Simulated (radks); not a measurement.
Valence configurations of Hf2+ (all share [Xe]). Calculated with a radial shooting solver on a logarithmic mesh with Libxc functionals: scalar-relativistic Kohn-Sham, LDA (Slater exchange, Perdew-Wang correlation), spin-polarised, spherical densities, finite nucleus; open shells are filled with parallel spins first (spin-orbit coupling, left out, can overturn this in heavy ions); Fermi nuclear charge, rms radius 5.347 fm. Energies are relative to 4f14 5d2; eigenvalues in eV for spin up.

| valence | E (eV) | moment (Bohr magnetons) | e(4f) | e(5d) | e(6p) | e(6s) |
|---|---|---|---|---|---|---|
| 4f14 5d2 | 0.000 | 2 | -32.287 | -17.557 | - | - |
| 4f13 5d2 6p1 | 24.391 | 4 | -45.229 | -22.421 | -14.776 | - |
| 4f13 5d3 | 17.399 | 4 | -40.841 | -19.396 | - | - |
| 4f14 5d1 6s1 | -0.452 | 2 | -35.061 | -19.354 | - | -19.541 |
| 4f12 5d4 | 40.800 | 6 | -49.958 | -21.148 | - | - |
| 4f14 5d1 6p1 | 5.587 | 2 | -36.484 | -20.416 | -14.260 | - |
| 4f13.5 5d2.5 | 7.985 | 3 | -36.489 | -18.490 | - | - |
| 4f13 5d2 6s1 | 18.008 | 4 | -43.828 | -21.331 | - | -20.395 |
| 4f14 6p2 | 12.407 | 2 | -40.805 | - | -15.734 | - |
| 4f14 6s2 | 0.465 | 0 | -38.038 | - | - | -20.152 |

NIST lists [Xe] 4f14 5d2 as the ground configuration; this level of theory puts 4f14 5d1 6s1 lower, by 0.452 eV. The energies are those of spherical high-spin densities, not of single terms.
